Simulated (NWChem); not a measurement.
Isomers of C₃H₇NSi, each optimised at B3LYP/6-31G* with NWChem, gas phase unless a solvent is named. Flexible species stand in one conformer each, which need not be the lowest. Pople sets run with spherical d functions. Relative energies count from the lowest isomer at each level and are electronic, without zero-point energy, on those geometries. Shieldings are non-relativistic GIAO values without spin-orbit effects.

A: N1=C([SiH3])CC1
B: C=C/C=N/[SiH3]
C: CN1C=C[SiH2]1
D: C[C@H]([SiH3])C#N

| quantity | A | B | C | D |
|---|---|---|---|---|
| relative energy, B3LYP/6-31G* (kcal/mol) | 28.5 | [?] | 17.0 | 0.0 |
| relative energy, BLYP/def2-TZVP (kcal/mol) | 32.1 | [?] | 17.0 | 0.0 |
| 29Si shift against tetramethylsilane, B3LYP/6-31G* (ppm) | -51.7 | [?] | 11.4 | -24.5 |

Problem. Fill in the missing entries.

Solution. 
- relative energy, B3LYP/6-31G* (kcal/mol), B: 9.2
- relative energy, BLYP/def2-TZVP (kcal/mol), B: 6.5
- 29Si shift against tetramethylsilane, B3LYP/6-31G* (ppm), B: -19.6
